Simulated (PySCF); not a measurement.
# Computed records: BClH4Si2

All values are calculated (PySCF 2.14.0). Calculation on a computer-drawn molecule: the log of a Hartree-Fock and frozen-core CCSD(T) single point meant for a local Hartree-Fock minimum, with one planted fault or none, to be diagnosed. Offsets are logged minus clean, where the clean run is the same molecule without the fault. The reference is restricted for singlets and unrestricted otherwise, and also for a bond in bohr or an excited solution. Adding or removing an electron swaps singlet and doublet. The excited solution moves the top pair (singlet) or top alpha electron (doublet) to the lowest empty orbital. Highest occupied and lowest empty are orbital energies over both spins, largest force is the largest gradient component, triples share is (T) over the correlation energy, the T1 limit is 0.02 restricted and 0.045 unrestricted, electrons count all cores, a negative frequency is imaginary (commonest isotopes), and the dipole is about the centre of nuclear charge.

```xyz
8
formula=BClH4Si2 meant_charge=0 meant_multiplicity=1 meant_basis=cc-pV(D+d)Z logged_electrons=54 logged_basis_functions=103 logged_SCF_converged=yes logged_spin_squared=0 logged_highest_occupied=-8.7547 logged_lowest_empty=0.32556 logged_largest_force=0.023586 logged_T1_diagnostic=0.01655 logged_D1_diagnostic=0.055044 logged_triples_share=0.029874 logged_CC_converged=yes logged_dipole_magnitude=0.66301 logged_SCF_stable_within_its_kind=yes logged_energy_HF=-1064.33834 logged_energy_CCSD(T)=-1064.81904 possible_faults=no_fault,one_electron_removed,one_electron_added,multiplicity_raised_by_two,geometry_at_a_saddle_point,SCF_held_on_an_excited_solution,minimal_basis_STO-3G,one_bond_length_entered_in_bohr,all_coordinates_scaled planted_fault=all_coordinates_scaled,by_-3.1_% HF_energy_offset_from_clean_run=4.3 CCSD(T)_energy_offset_from_clean_run=4.266
Si     0.1875    -3.2713    -1.5986
B      0.1965    -1.3676    -1.0958
Si    -1.2412    -0.3386    -0.1884
Cl     1.6202    -0.4796    -1.5344
H      0.7370    -3.6421    -0.2851
H     -0.7149     0.2845     0.9944
H     -2.3383    -1.1898     0.1891
H     -1.7379     0.6753    -1.0784
```

Units: logged_highest_occupied, logged_lowest_empty in eV; logged_largest_force in hartree/bohr; logged_dipole_magnitude in debye; logged_energy_HF, logged_energy_CCSD(T) in hartree; HF_energy_offset_from_clean_run, CCSD(T)_energy_offset_from_clean_run in kcal/mol.

Drawn bonds:
```
atom  other atom  order
   1           2      1
   2           3      1
   2           4      1
   1           5      1
   3           6      1
   3           7      1
   3           8      1
```
